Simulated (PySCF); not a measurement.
CH₆ClFSi₂, SMILES [SiH3][Si@@](F)(Cl)C.

The structure is a stationary point at PBE0-D3(BJ)/def2-SVP. The structure was generated by enumeration; whether it is a known compound was not checked.

Method: SMD-M06-2X/6-31G* run with PySCF.

Solvation free energies are E(SMD) − E(gas) at the gas-phase geometry, for 1 M in both phases. In vacuum the dipole moment is 2.45 D.

```tsv
solvent	ΔG(solv) (kcal/mol)	its non-electrostatic (CDS) part	dipole (D)
water	0.6	4.2	3.16
toluene	[?]	[?]	[?]
chlorobenzene	-3.5	-0.7	2.98
```

Problem. Some entries are withheld; supply them. (Estimate from the structure and the level; the computed values follow.)

Solution. 
- toluene, ΔG(solv) (kcal/mol): -2.8
- toluene, its non-electrostatic (CDS) part: -1.1
- toluene, dipole (D): 2.77
